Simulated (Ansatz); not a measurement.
A series at Ge: from `[F][GeH3]`, ligands are replaced one by one, each step taking up H–F and setting free H₂; n counts the steps. Ansatz, PBE0-D4/def2-TZVP geometries.

```csv
n,molecule,"HOMO energy, ωB97M-V/def2-TZVPP (eV)"
0,`[F][GeH3]`,-11.97
1,`[F][GeH2][F]`,-12.32
2,`[F][GeH]([F])[F]`,-13.69
3,`[F][Ge]([F])([F])[F]`,?
```

By hand: fit a straight line y = ȳ + b (n − n̄) to the 3 given rows and predict n = 3.

n̄ = 1.000, ȳ = -12.660; Σ(n − n̄)(y − ȳ) = -1.720, Σ(n − n̄)² = 2.000, so b = -0.860 eV a step. Prediction: -12.660 + (-0.860) × (2.000) = -14.38 eV.

By hand: compare with the computed value, -15.22 eV, and give the steps along the whole series.

The line misses by -0.84 eV (computed minus predicted). Steps: -0.35, -1.37, -1.53 eV.

The steps grow at each stage, from -0.35 to -1.53 eV, so the series is curved and an end member is harder to predict than an inner one. The highest orbital can change its character along such a series. The miss is 25.8 % of the series' range.
